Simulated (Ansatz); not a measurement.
## A ladder of methods for SiHCl2O (SMILES [O][SiH](Cl)Cl)

The species is SiHCl2O (5 atoms), meant as a doublet with charge 0. SMILES: `[O][SiH](Cl)Cl`. The shape was relaxed beforehand at B3LYP/def2-SVP.

```xyz
5

O     0.0899   -0.7273    1.5366
Si    0.0893   -0.0398    0.0123
Cl   -0.5248    1.9218    0.0662
Cl   -1.1226   -1.0762   -1.2858
H     1.5180   -0.1520   -0.3706
```

Quantity: the dissociation energy of the H5–Si2 bond into doublet H and singlet SiCl2O (shapes relaxed at B3LYP/def2-SVP, no zero-point term), in eV. The values are calculated.

| level | kind | program | value (eV) | CPU time (all runs) |
| --- | --- | --- | --- | --- |
| UHF/def2-TZVP | Hartree–Fock | Ansatz | 2.26 | 14 s |
| USVWN5/def2-TZVP | LDA | Ansatz | 1.24 | 7.5 s |
| UPBE/def2-TZVP | GGA | Ansatz | 1.21 | 18 s |
| U-r2SCAN/def2-TZVP | meta-GGA | Ansatz | 1.50 | 24 s |
| UB3LYP/def2-TZVP | global hybrid | Ansatz | 1.52 | 18 s |
| U-wB97M-V/def2-TZVP | range-separated hybrid | Ansatz | 1.50 | 31 s |
| UB2PLYP/def2-TZVP | double hybrid | Ansatz | 1.32 | 22 s |

The values span 1.21 to 2.26 eV. A fragment with an even electron count was run as a singlet and may have a lower triplet. Measured bond enthalpies also hold zero-point and thermal terms, a few tenths of an eV less. CPU times are rough (shared hosts, several kinds of processor): they show what a rung costs within a factor of a few.
